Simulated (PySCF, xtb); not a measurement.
BHFCl, SMILES FBCl.

Harmonic wavenumbers (cm⁻¹) from xtb with GFN2-xTB at its own minimum, in rising order: 368, 698, 749, 1025, 1209, 2631.

Q: What does PBE0-D3(BJ)/def2-TZVP in PySCF give at its own minimum? (The exact figures need the calculation; the answer reports its results.)

A: 397, 817, 854, 1097, 1336, 2689. Paired by order, the mean absolute difference is 85 cm⁻¹ and the zero-point energies are 9.5 and 10.3 kcal/mol.
